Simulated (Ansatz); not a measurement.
Program: Ansatz. Geometries: PBE0-D4/def2-TZVP. ΔE: electronic, gas phase. CCSD(T)/CBS is the MP2 limit (def2-TZVPP, def2-QZVPP) plus CCSD(T) − MP2 in def2-TZVPP, frozen cores. Functionals use def2-TZVPP. For Br outer-core shells are correlated without core-valence functions, which leaves a few kJ/mol of doubt a bond. Scalar relativity is left out up to krypton. Each species was taken in one conformer, which may not be the lowest.

Reaction (formal exchange of groups at a B–Br bond): `BrB1C[SiH2]1` + `C=C(N)OC` → `NB1C[SiH2]1` + `C=C(Br)OC`

`BrB1C[SiH2]1`:

```xyz
8

Br   -0.496   -2.680    1.011
B     0.003   -1.083    0.142
C    -0.761    0.020   -0.547
Si    0.881    0.613    0.357
H    -0.419    0.319   -1.543
H    -1.825    0.203   -0.417
H     1.741    1.268   -0.653
H     0.877    1.340    1.650
```

`C=C(N)OC`:

```xyz
12

C     0.530    1.131    0.562
C     0.332    0.276   -0.450
N     0.884    0.392   -1.712
O    -0.472   -0.806   -0.423
C    -1.163   -1.062    0.775
H     1.209    1.962    0.435
H     0.010    1.042    1.501
H     1.695    0.985   -1.754
H     1.024   -0.496   -2.169
H    -1.738   -1.971    0.608
H    -0.469   -1.213    1.607
H    -1.843   -0.240    1.019
```

`NB1C[SiH2]1`:

Z-matrix (Å, degrees):
```
C
B 1 1.561
Si 1 1.905 2 67.4
H 1 1.090 2 118.6 3 110.7
H 1 1.090 2 118.2 3 -109.9
N 2 1.375 1 139.1 3 -179.5
H 3 1.484 1 116.3 2 -112.2
H 3 1.484 1 116.4 2 111.9
H 6 1.006 2 123.0 1 179.9
H 6 1.008 2 123.0 1 -0.2
```

`C=C(Br)OC`:

Cartesian coordinates in Å:
```
C -0.171 1.870 0.002
C 0.230 0.658 -0.344
Br 2.064 0.345 -0.805
O -0.591 -0.383 -0.485
C -0.260 -1.575 0.212
H 0.511 2.706 0.007
H -1.210 2.022 0.265
H -1.065 -2.276 0.005
H 0.689 -1.982 -0.144
H -0.198 -1.385 1.288
```

Problem. Is it downhill or uphill in electronic energy at CCSD(T)/CBS, and by how much? (Estimate.)

Solution. The calculation gave: Downhill: ΔE = -17.7 kJ/mol.

Problem. What do these levels give: PBE0-D4, B2PLYP, PBE, r2SCAN, PBE0, HF/def2-TZVPP, MP2/def2-TZVPP, SCS-MP2/def2-TZVPP, CCSD/def2-TZVPP, SCS-MP2/def2-QZVPP, MP2/CBS(def2), CCSD/CBS(def2)? (Estimate.)

Solution. The calculation gave: PBE0-D4 -15.1, B2PLYP -20.5, PBE -20.4, r2SCAN -15.5, PBE0 -14.8, HF/def2-TZVPP -11.3, MP2/def2-TZVPP -16.6, SCS-MP2/def2-TZVPP -19.9, CCSD/def2-TZVPP -18.2, SCS-MP2/def2-QZVPP -19.4, MP2/CBS(def2) -15.4, CCSD/CBS(def2) -17.1 kJ/mol.

Largest T1 diagnostic among the species: 0.013.

From PBE to PBE0 (25 % exact exchange), in def2-TZVPP and without D4, ΔE moves by +5.6 kJ/mol. In def2-TZVPP, CCSD(T) changes the Hartree–Fock value by −7.5 kJ/mol (the triples alone add −0.6 kJ/mol) and MP2 by −5.3 kJ/mol.
